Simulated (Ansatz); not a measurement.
```yaml
crystal:
  periodic: [false, false, false]
  atoms:
    - {symbol: C, position_ang: [0.043649, -1.271290, 0.927426]}
    - {symbol: S, position_ang: [1.221204, -0.516654, -0.237737]}
    - {symbol: Si, position_ang: [0.051633, 1.075318, -0.913782]}
    - {symbol: F, position_ang: [-1.261154, 0.568918, -1.643046]}
    - {symbol: Cl, position_ang: [1.148959, 2.142906, -2.234635]}
    - {symbol: Cl, position_ang: [-0.606800, 2.270065, 0.594119]}
    - {symbol: H, position_ang: [-0.214046, -0.573626, 1.722688]}
    - {symbol: H, position_ang: [-0.852759, -1.611187, 0.411747]}
    - {symbol: H, position_ang: [0.557713, -2.130551, 1.356021]}
basis:
  gaussian: {orbitals: ANO-RCC-VTZP}
hamiltonian: {xc: {name: B3LYP}, dispersion: d3bjatm}
accuracy: high
smearing: {width: 0.1}
```

```sh
$ ansatz run in.yaml --threads 4 --pin off --events-out ev --progress --plain --max-ram 10444MiB
```

Problem. How does Ansatz answer? (An estimate is asked.)

Solution. Computed: The input was rejected before any iteration.
```
Error: YAML parse error: error: line 17 column 1: unknown field `smearing`, expected one of crystal, accuracy, basis, kpoints, hamiltonian, magnetization, projection, total_charge, correlation, batch, efield, external_charges, scf, relax, neb, saddle, md, ramp, phonons, dielectric, real_time, elastic, magnetic_configurations, gw, evaluate, workflow, output, checkpoint, execution
15 | hamiltonian: {xc: {name: B3LYP}, dispersion: d3bjatm}
16 | accuracy: high
17 | smearing: {width: 0.1}
```

B3LYP here is the variant with VWN-RPA as its local correlation; programs differ in this.
